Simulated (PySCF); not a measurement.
**Dipole response of Ru (ruthenium, neutral)**

[Kr] 4d8, high-spin 3F determinant (an excited configuration). Calculation: PySCF 2.14, in aug-cc-pVTZ-DK (9s8p6d3f2g, 102 functions); scalar relativity by spin-free X2C-1e. Coupled (time-dependent) response in atomic units; α is the mean over directions.

```
method  mean α (bohr³)  C₆ (like pair)  S(−4)
  PBE0           37.89           269.6   1763
```

S(−4) is the Cauchy moment in α(ω) = α(0) + S(−4) ω² + …

Spin-orbit coupling is absent.

α(iu) at PBE0:

```
u (hartree)  α(iu) (bohr³)
          0          37.89
     0.0500          34.22
      0.100          27.91
      0.200          19.48
      0.300          15.25
      0.500          10.78
      0.750          7.599
       1.00          5.622
       1.50          3.428
       2.00          2.309
       3.00          1.249
       5.00         0.5306
```
